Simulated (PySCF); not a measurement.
Computed IR spectrum (relative IR intensity) of a molecule C₃H₈N₂Si. Geometry: PBE-D3(BJ)/def2-SVP. Other conformers were not sampled. Computed with PBE-D3(BJ)/def2-SVP in PySCF. Frequencies are harmonic and unscaled.

Lines under 2 % of the strongest are left out, and lines within 2 cm⁻¹ are merged.

```csv
ν (cm⁻¹),relative intensity
106,5.5
152,4.3
206,7.0
235,11
280,44
357,58
366,72
468,8.2
622,17
640,7.8
678,12
745,12
756,43
786,47
839,100
868,96
931,59
1092,11
1130,6.1
1211,24
1228,7.4
1365,3.4
1380,3.8
1383,3.8
1490,45
1559,9.4
2974,4.2
2982,24
3027,43
3034,9.3
3071,3.7
3084,3.0
3494,19
3593,22
```

**Question.** Pick the molecule that these values belong to.
A) C[Si@]1(N)C=NC1
B) N[SiH2]C1=NCC1
C) C=C=C[SiH](N)N
D) C=C=CN[SiH2]N

**Answer.** A, C[Si@]1(N)C=NC1
